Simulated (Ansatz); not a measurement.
C₂H₇BSi (`CB1C[SiH2]1`). Charge 0, multiplicity 1. The geometry is a stationary point of PBE0-D4/def2-TZVP.

```xyz
11

C     0.136   -0.997   -1.507
B    -0.216   -0.303   -0.168
C     0.382   -0.208    1.210
Si   -0.581    1.421    0.625
H     0.376   -0.276   -2.293
H     0.940   -1.732   -1.427
H    -0.762   -1.520   -1.862
H     1.408   -0.487    1.442
H    -0.254   -0.277    2.096
H    -1.542    1.722    1.711
H     0.112    2.658    0.175
```

Q: What is the dipole moment at B3LYP/def2-TZVPP? (Best estimate.)

A: The calculation gave: 0.35 D, with components (0.13, -0.32, -0.02) D in this frame, pointing from negative to positive charge.

Q: And with PBE, r2SCAN, ωB97M-V? (Estimate.)

A: The calculation gave: PBE 0.49 D, r2SCAN 0.50 D, ωB97M-V 0.32 D.

Q: Give the Mulliken charges with B3LYP, PBE, ωB97M-V in def2-TZVPP. (Best estimate.)

A: Computed: 
```
atom  B3LYP    PBE  ωB97M-V
  C1  -0.29  -0.31    -0.32
  B2   0.16   0.13     0.12
  C3  -0.34  -0.27    -0.37
 Si4   0.05   0.00     0.01
  H5   0.10   0.11     0.11
  H6   0.09   0.10     0.11
  H7   0.09   0.11     0.11
  H8   0.10   0.09     0.11
  H9   0.15   0.15     0.16
 H10  -0.05  -0.04    -0.01
 H11  -0.07  -0.06    -0.03
```

B3LYP here is the variant with VWN-RPA as its local correlation; programs differ in this.
